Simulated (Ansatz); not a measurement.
Reaction (redistribution): `[NH2][Cd][F]` + `CC(C)[O][Ge][O]C(C)C` → `CC(C)[O][Cd][NH2]` + `CC(C)[O][Ge][F]`

Program: Ansatz. Geometries: PBE0-D4/def2-TZVP. ΔE: electronic, gas phase. CCSD(T)/CBS adds triple-zeta CCSD(T) − MP2 to the extrapolated MP2 energy (def2 sets, frozen cores). def2 core potentials past Kr. For Cd, Ge outer-core shells are correlated without core-valence functions, which leaves a few kJ/mol of doubt a bond. Scalar relativity is left out up to krypton. One conformer a species, not always the lowest.

```tsv
species	CCSD(T)/CBS(def2) energy (Eh)
`[NH2][Cd][F]`	-323.42384
`CC(C)[O][Ge][O]C(C)C`	-2463.26331
`CC(C)[O][Cd][NH2]`	-417.16658
`CC(C)[O][Ge][F]`	-2369.51715
```

Problem. Work out ΔE.

Solution. ΔE = (-417.16658) + (-2369.51715) − (-323.42384) − (-2463.26331) = 0.00342 Eh = +9.0 kJ/mol.

Largest T1 diagnostic among the species: 0.016.

In def2-TZVPP, CCSD(T) changes the Hartree–Fock value by −10.4 kJ/mol (the triples alone add −2.1 kJ/mol) and MP2 by −11.5 kJ/mol.
